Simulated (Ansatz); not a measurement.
Coupled-cluster diagnostics for the cluster Sn3Se2, Ansatz.

Geometry of the singlet (PBE0-D4/def2-SVP):

```tsv
atom	x (Å)	y (Å)	z (Å)
Sn1	1.088	0.364	1.846
Sn2	0.572	0.613	-1.316
Sn3	-0.024	-2.167	0.181
Se4	-1.551	-1.067	-1.448
Se5	-0.085	2.257	0.737
```

In the def2 sets Sn takes a core potential; there is no spin–orbit coupling. Correlated methods freeze 30 core orbitals; core or outer-core shells of Sn, Se are correlated, in sets that lack core-valence functions. Another isomer (singlet) lies 1.00 eV lower at PBE0-D4/def2-TZVP; other spin states weren't run for this one.

Problem. Estimate the CCSD(T) correlation energy, the shares of MP2 and (T), T1 and the reference's ⟨S²⟩ for: charge 0, singlet, own geometry in def2-SVP; and the rough time on 4 threads of Arm Neoverse V2 on a shared host.

Solution. 
```
                          state     basis  correlation (eV)  MP2 share (%)  (T) share (%)     T1  ⟨S²⟩ (pure)  wall time                  remarks
charge 0, singlet, own geometry  def2-SVP           -21.838           93.9            4.7  0.019  0.00 (0.00)       64 s  restricted SCF unstable
```
Customary marks for T1 are 0.02 (closed shells), 0.045 (open shells) and about 0.05 (3d metals). T1 stays under 0.02 throughout.
